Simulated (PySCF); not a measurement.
Species: H9NOSi3.
SMILES with atom numbers: `[SiH3:1][NH:2][SiH2:3][O:4][SiH3:5]` (hydrogens: H6, H7, H8 on Si1; H9 on N2; H10, H11 on Si3; H12, H13, H14 on Si5)

Computed with TDDFT CAM-B3LYP/def2-SVPD, vertical, gas phase, core orbitals frozen in the response in PySCF 2.14.0, density-fitted response routines. One conformer (not necessarily the lowest) at the GFN2-xTB geometry, without solvent, vibrations or thermal averaging. GFN2-xTB frequencies show an imaginary mode (48i cm⁻¹), so this geometry is no minimum at that level. Torsions of this conformer, `[SiH3:1][NH:2][SiH2:3][O:4][SiH3:5]`: Si1–N2–Si3–O4 -53°, N2–Si3–O4–Si5 -37°.

| state | E (eV) | ν̃ (cm⁻¹) | f | main configurations (H = HOMO, L = LUMO) |
| --- | --- | --- | --- | --- |
| S1 | 6.41 | 51690 | 0.0070 | H→L (82%), H→L+1 (10%) |
| S2 | 7.16 | 57750 | 0.032 | H→L+1 (54%), H→L+4 (17%) |
| S3 | 7.55 | 60920 | 0.015 | H-1→L (47%), H-1→L+1 (33%) |
| S4 | 7.62 | 61460 | 0.016 | H→L+5 (44%), H→L+2 (22%), H→L+4 (12%) |
| S5 | 7.68 | 61920 | 0.013 | H→L+4 (22%), H→L+3 (19%), H→L+2 (17%) |
| S6 | 7.75 | 62500 | 0.0059 | H-2→L (24%), H-2→L+1 (21%), H→L+3 (18%) |
| S7 | 7.92 | 63860 | 0.0008 | H-2→L (22%), H-2→L+1 (17%), H→L+3 (12%) |
| S8 | 8.16 | 65780 | 0.018 | H→L+6 (22%), H→L+8 (12%), H→L+2 (10%) |

Triplets (Tamm–Dancoff): T1 6.11 eV, H→L (72%), H→L+1 (14%); T2 6.85 eV, H→L+1 (46%), H→L+4 (15%), H→L (9%); T3 7.21 eV, H-1→L (38%), H-1→L+1 (38%).

The lowest singlet comes at 193 nm (618 kJ/mol) in the vacuum ultraviolet; it is weak; its leading configuration is HOMO→LUMO (82%). The strongest level in the table is S2 at 7.16 eV (173 nm, f = 0.032). Löwdin shares by element: HOMO nitrogen 53%, silicon 20% or more, hydrogen 7% or more (atoms not listed hold the other 19%); LUMO silicon 52%, hydrogen 9% or more (atoms not listed hold the other 39%). The listed states span 1.75 eV, and the widest gap between neighbours is 0.75 eV (S1 to S2). Weighted by f, the mean energy of these states is 7.50 eV. Orbital energies (eV): HOMO-3 -11.17, HOMO-2 -10.32, HOMO-1 -9.96, HOMO -8.93, LUMO 0.80, LUMO+1 1.23, LUMO+2 1.40. Only the lowest 8 singlets were computed, as vertical energies without vibronic structure.
